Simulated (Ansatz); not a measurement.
Ideal-gas functions of H4OS2Si (`O[SiH2]SS`) at 800 K and 1 bar, from an Ansatz frequency run at PBE0-D4/def2-TZVP.

Molar mass 112.25 g/mol, point group C1 (symmetry number 1), electronic degeneracy 1, moments of inertia 91.321, 222.905, 282.805 u Å². Harmonic wavenumbers (cm⁻¹, unscaled): 79, 142, 235, 257, 344, 486, 526, 592, 727, 850, 880, 892, 912, 953, 2225, 2259, 2669, 3898.

Use S(trans) = R[1.5 ln M + 2.5 ln T − 1.1517]; rotational temperatures θ = 24.2544 K / I; S(rot) = R[ln(√π/σ · √(T³/θAθBθC)) + 1.5]; for each mode x = 1.438777 ν̃/T, S = R[x/(eˣ − 1) − ln(1 − e⁻ˣ)] and H = RT x/(eˣ − 1); 1 cm⁻¹ = 0.0119627 kJ/mol; R = 8.31446 J/(mol·K).

By hand: the entropy, in J/(mol·K).

Translation 188.2. Rotation: θ = 0.2656, 0.1088, 0.0858 K, giving 125.5. Vibration, mode by mode: 24.55, 19.69, 15.54, 14.80, 12.44, 9.69, 9.08, 8.18, 6.65, 5.55, 5.31, 5.22, 5.07, 4.78, 0.77, 0.74, 0.40, 0.06, in all 148.5. Electronic 0.0. Sum 462.2 J/(mol·K).

By hand: H − E and G − E in kJ/mol, counted from the electronic energy.

Zero-point energy ½ × 18926 × 0.0119627 = 113.2; thermal vibration 57.1; translation, rotation and pV give 4 RT = 26.6. H − E = 196.9 kJ/mol, and G − E = 196.9 − 800 × 462.2/1000 = -172.9 kJ/mol.

Vibration gives 32 % of the entropy, 44.2 J/(mol·K) of it from the modes under 150 cm⁻¹: soft modes count most, and the harmonic formula is weakest for them. The sum counts one conformer and one mirror image; others add a mixing term.
